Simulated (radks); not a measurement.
The numbers below are computed, except where a source is named.
Q: Neutral bromine, configuration [Ar] 3d10 4s2 4p5. Code: a radial shooting solver on a logarithmic mesh with Libxc functionals. Model: non-relativistic Kohn-Sham, r2SCAN, spin-polarised, spherical densities, point nucleus; open shells are filled with parallel spins first; meta-GGA in the generalised Kohn-Sham scheme. Some entries of the table are withheld. Estimate them.

orbital,occ.,eigenvalue (Ry),r(max) (bohr),<1/r> (bohr^-1)
1s up,1,-964.4089,0.02886,34.49
1s down,1,-964.4021,0.02886,34.49
2s up,1,-124.5954,0.1629,7.662
2s down,1,-124.5943,0.1629,7.662
2p up,3,-112.1480,0.1291,7.625
2p down,3,-112.1429,0.1291,7.625
3s up,1,-17.32485,0.4929,2.531
3s down,1,-17.31910,0.4930,2.531
3p up,3,-12.92066,(1),(2)
3p down,3,-12.91346,(3),(4)
3d up,5,(5),0.4322,2.155
3d down,5,(6),0.4322,2.157
4s up,1,-1.51854,1.450,0.7703
4s down,1,-1.44298,1.450,0.7686
4p up,3,-0.63512,1.675,0.6300
4p down,2,-0.56624,1.676,0.6236

A: 
(1) 3p up r(max) (bohr): 0.4852
(2) 3p up <1/r> (bohr^-1): 2.414
(3) 3p down r(max) (bohr): 0.4852
(4) 3p down <1/r> (bohr^-1): 2.414
(5) 3d up eigenvalue (Ry): -5.12170
(6) 3d down eigenvalue (Ry): -5.11190
